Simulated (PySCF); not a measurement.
C3H9FSi, SMILES C[Si@H](F)CC. The structure is a stationary point at PBE-D3(BJ)/def2-SVP. The structure was generated by enumeration; whether it is a known compound was not checked. The values are those of a single conformer.

Computed equilibrium geometry at PBE-D3(BJ)/def2-SVP (PySCF confirms it by a frequency run) as bond lengths and angles (one conformer of several):
Atoms: C1 C2 Si3 C4 F5 H6 H7 H8 H9 H10 H11 H12 H13 H14. Bonded distances (Å): C1–C2 1.536, C1–H6 1.109, C1–H7 1.110, C1–H8 1.110, C2–Si3 1.884, C2–H9 1.112, C2–H10 1.112, Si3–C4 1.876, Si3–F5 1.651, Si3–H11 1.506, C4–H12 1.110, C4–H13 1.109, C4–H14 1.109. Angles (°): C2–C1–H6 111.8, C2–C1–H7 111.8, C2–C1–H8 111.7, H6–C1–H7 107.0, H6–C1–H8 107.1, H7–C1–H8 107.1, C1–C2–Si3 113.9, C1–C2–H9 110.6, C1–C2–H10 110.7, Si3–C2–H9 107.7, Si3–C2–H10 107.8, H9–C2–H10 105.7, C2–Si3–C4 112.3, C2–Si3–F5 108.0, C2–Si3–H11 110.5, C4–Si3–F5 108.2, C4–Si3–H11 110.7, F5–Si3–H11 106.8, Si3–C4–H12 110.6, Si3–C4–H13 111.3, Si3–C4–H14 110.8, H12–C4–H13 107.8, H12–C4–H14 108.0, H13–C4–H14 108.2.
Charge 0, spin multiplicity 1.
